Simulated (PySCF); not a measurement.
## C₆ coefficients of unlike pairs at PBE

Calculated with PySCF 2.14 from the dipole response of each species, C₆(A,B) = (3/π) ∫ α_A(iu) α_B(iu) du, in atomic units, from isotropic polarisabilities. For ions this is the dispersion term alone; charge-induced terms of lower order in 1/R come first.

| species | configuration | basis | relativity | α (bohr³) | C₆ (like pair) |
| --- | --- | --- | --- | --- | --- |
| Pt(3+) | [Xe] 4f14 5d7 (4F) | aug-cc-pVQZ-PP with ECP60MDF (7s7p6d4f3g2h) | core potential | 6.549 | 37.16 |
| Ti(3+) | [Ar] 3d1 (2D) | aug-cc-pVQZ-DK (9s8p6d4f3g2h) | spin-free X2C | 2.328 | 5.991 |
| Fe | [Ar] 3d6 4s2 (5D) | aug-cc-pVQZ-DK (9s8p6d4f3g2h) | spin-free X2C | 60.94 | 543.0 |
| Be+ | [He] 2s1 (2S) | aug-cc-pCVTZ-DK with one added diffuse shell each of s, p, d, f type (8s7p5d3f) | spin-free X2C | 21.59 | 57.62 |

Question: Estimate C₆ for Be+ with Pt(3+).

Answer: The integral gives 31.46. The combination rule 2 C_A C_B / (C_A α_B/α_A + C_B α_A/α_B) gives 30.59 and the geometric mean 46.27.

No spin-orbit coupling is included.

The other pairs:

| pair | C₆ |
| --- | --- |
| Ti(3+), Pt(3+) | 14.84 |
| Be+, Ti(3+) | 11.59 |
| Fe, Ti(3+) | 40.07 |
| Fe, Pt(3+) | 107.3 |
| Be+, Fe | 175.7 |
